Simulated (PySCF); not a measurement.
Question: Give a BHandHLYP/6-31G* geometry of `BrB1C=CCCO1`.

Answer: 
Z-matrix in Å and degrees, rows numbered from 1:
```
Br
B   1  1.9412
C   2  1.5414  1  121.83
C   3  1.3344  2  116.46  1   162.97
C   4  1.5028  3  121.29  2     3.50
C   5  1.5178  4  111.34  3    26.88
O   2  1.3374  1  116.99  3   177.49
H   3  1.0781  2  123.15  1   -11.59
H   4  1.0815  3  121.49  2  -174.10
H   5  1.0884  4  110.77  3   147.97
H   5  1.0918  4  109.23  3   -95.33
H   6  1.0883  5  109.89  4    71.59
H   6  1.0837  5  111.29  4  -168.44
```

The C–C distances run from 1.334 Å (C3=C4, drawn double) to 1.518 Å (C5–C6, drawn single), a spread of 0.184 Å. B2 (three-coordinate boron) is planar (angles 121.8°, 121.1° and 117.0°, sum 360.0°, 0.02 Å off the plane of its three neighbours). The 6-membered ring B2–C3–C4–C5–C6–O7 has internal angles of 111.3° to 121.3°; it is puckered, 0.17 Å rms from its mean plane, widest ring torsion 49°.

Method: BHandHLYP/6-31G* geometry optimisation, gas phase in PySCF.

Point group: C1 (no symmetry element, even within 0.4 Å). Stationary, but not proved a minimum. The numbers are those of one conformer (Br1–B2–C3–C4 163°, C3–C4–C5–C6 27°, C4–C5–C6–O7 -49°, C5–C6–O7–B2 41°).

On one thread, Arm Neoverse N1 (aarch64) (shared host), this took 86 s wall and 0.60 GiB of memory at its peak. That covers the optimisation of the geometry.
